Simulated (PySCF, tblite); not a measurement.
Isomers of C7H9OPSi, one GFN2-xTB conformer each. Single-point energies are computed at PBE0/pcSseg-1 (PySCF, gas phase, no added dispersion term), electronic only.

**Question.** Rank them by PBE0/pcSseg-1 energy, lowest first (kcal/mol).
A. `[CH2:1]=[CH:2]/[C:3]([SiH3:4])=[P:5]/[c:6]1[cH:7][cH:8][o:9][cH:10]1` with C1–C2–C3–Si4 14°, C3–P5–C6–C7 -54°
B. `[CH3:1][C:2](=[O:3])[c:4]1[cH:5][p:6][cH:7][cH:8][c:9]1[SiH3:10]` with C1–C2–C4–C5 1°

**Answer.** B (0.0), A (42.7).

As drawn, the lower has a C=O bond, which the higher lacks; the higher has a C=C bond outside aromatic rings, which the lower lacks. GFN2-xTB itself gives, in the same order: 0.0, 29.4. Both levels put the same isomer lowest.

**Question.** Which frontier levels, dipoles and rotational constants go with these structures?

**Answer.** 
```
                 SMILES  HOMO (eV, PBE0/pcSseg-1)  LUMO (eV)  dipole (D)       A, B, C (MHz)
   CC(=O)c1cpccc1[SiH3]                     -7.55      -2.44        2.56  1462, 852.6, 544.1
C=C/C([SiH3])=P/c1ccoc1                     -6.46      -2.33        0.88  2215, 575.6, 490.8
```

**Question.** What happens when harmonic zero-point energies from GFN2-xTB frequencies are added?

**Answer.** 
| SMILES | ZPE (kcal/mol) | electronic (kcal/mol) | with ZPE (kcal/mol) |
| --- | --- | --- | --- |
| CC(=O)c1cpccc1[SiH3] | 83.4 | 0.0 | 0.0 |
| C=C/C([SiH3])=P/c1ccoc1 | 82.4 | 42.7 | 41.7 |

The zero-point energies span 1.0 kcal/mol. The order is unchanged.
